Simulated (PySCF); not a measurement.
**Spin-orbit coupling and the third ionisation energy along the second row**

Two-component X2C-1e calculated with PySCF 2.14: MP2 on generalised Hartree-Fock spinors (GMP2), with spin-orbit coupling off and on (screened by Boettger's factors); no Breit or QED terms. Values in eV; the references (NIST) lie between the lowest levels. Elements whose determinants are no pure J levels are left out.

```tsv
element	configurations	spin-free	with spin-orbit	shift	reference
B (x2c-TZVPall-2c, 1s2 frozen)	[He] 2s1 → 1s2	37.821	37.821	0.000	37.931
C (x2c-TZVPall-2c, 1s2 frozen)	[He] 2s2 → [He] 2s1	46.952	46.952	0.000	47.888
N (x2c-TZVPall-2c, 1s2 frozen)	[He] 2s2 2p1 → [He] 2s2	47.453	47.467	0.014	47.445 (s)
Ne (x2c-TZVPall-2c, 1s2 frozen)	[He] 2s2 2p4 → [He] 2s2 2p3	62.994	63.034	0.040	63.423
```

What remains against the references is mostly the basis and correlation beyond MP2. References marked (s) are semi-empirical, (t) theoretical.
